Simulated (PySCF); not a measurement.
Frontier orbitals and the lowest excitations

Species: C4H12As2.
Structure used (PBE0-D3(BJ)/def2-SVP), in Å, numbered top down from 1:
```xyz
18
C4H12As2 angstrom
C     -2.2700   -0.2478    0.9128
C     -0.9130   -0.6144    0.3332
C      0.0943    0.5329    0.2553
As    -0.6517    2.0383   -0.8329
C      1.4598    0.0861   -0.2424
As     2.3161   -1.2794    0.9365
H     -2.9039   -1.1396    1.0275
H     -2.8146    0.4659    0.2750
H     -2.1641    0.2170    1.9061
H     -0.4706   -1.4151    0.9539
H     -1.0346   -1.0560   -0.6727
H      0.2027    0.9677    1.2661
H      0.6863    2.7530   -0.9971
H     -0.4883    1.3088   -2.1660
H      2.1621    0.9332   -0.2544
H      1.3992   -0.2983   -1.2719
H      1.7857   -2.5097    0.2067
H      3.6203   -1.3119    0.1459
```

Method used: PySCF, TDDFT B3LYP/def2-SVPD, vertical, gas phase, core orbitals frozen in the response. Relativistic effects, spin–orbit coupling among them, are left out although an element past zinc is present.

Frontier orbitals with the atoms that hold most of them (Löwdin shares over 4%, at most four atoms; ? is withheld):

```json
{"orbital": "LUMO+2", "ε (eV)": "0.28", "atoms": "As4 34%, As6 19%, H14 11%, H13 5%"}
{"orbital": "LUMO+1", "ε (eV)": "0.23", "atoms": "As6 35%, As4 21%, H17 10%, C5 7%"}
{"orbital": "LUMO", "ε (eV)": "-0.23", "atoms": "?"}
{"orbital": "HOMO", "ε (eV)": "-6.65", "atoms": "?"}
{"orbital": "HOMO-1", "ε (eV)": "-7.27", "atoms": "As6 44%, As4 18%, C5 8%, H17 8%"}
{"orbital": "HOMO-2", "ε (eV)": "-8.48", "atoms": "As4 29%, C3 20%, H14 9%, C2 8%"}
{"orbital": "HOMO-3", "ε (eV)": "-9.12", "atoms": "C3 18%, C2 14%, C5 10%, As6 9%"}
```

(1) Give the leading atoms of the LUMO.

(2) Which atoms hold the HOMO, and with what shares?

(3) How does S1 compare with the orbital gap of 6.42 eV?

## Answers

(1) As4 (bonded to C and 2 H) 18%; As6 (bonded to C and 2 H) 17%; C5 (bonded to As, C and 2 H) 10%; H13 (bonded to As) 7%. By element: arsenic 35%, carbon 10% or more, hydrogen 7% or more.

(2) As4 (bonded to C and 2 H) 38%; As6 (bonded to C and 2 H) 25%; C5 (bonded to As, C and 2 H) 12%; C3 (bonded to As, 2 C and H) 8%. By element: arsenic 63%, carbon 20% or more.

(3) S1 is at 5.65 eV (f = 0.031), 0.78 eV below the gap, made of HOMO→LUMO (98%). 

Next come S2 at 6.09 eV (f 0.042), HOMO→LUMO+2 (54%), HOMO→LUMO+1 (42%); S3 at 6.17 eV (f 0.015), HOMO-1→LUMO (37%), HOMO→LUMO+3 (31%), HOMO→LUMO+2 (15%); S4 at 6.27 eV (f 0.093), HOMO-1→LUMO (36%), HOMO→LUMO+1 (27%), HOMO→LUMO+2 (19%); S5 at 6.40 eV (f 0.361), HOMO→LUMO+3 (59%), HOMO-1→LUMO (19%).

Rough CPU time on one thread of a shared machine: about 1.7 min.

One conformer stands for the species.
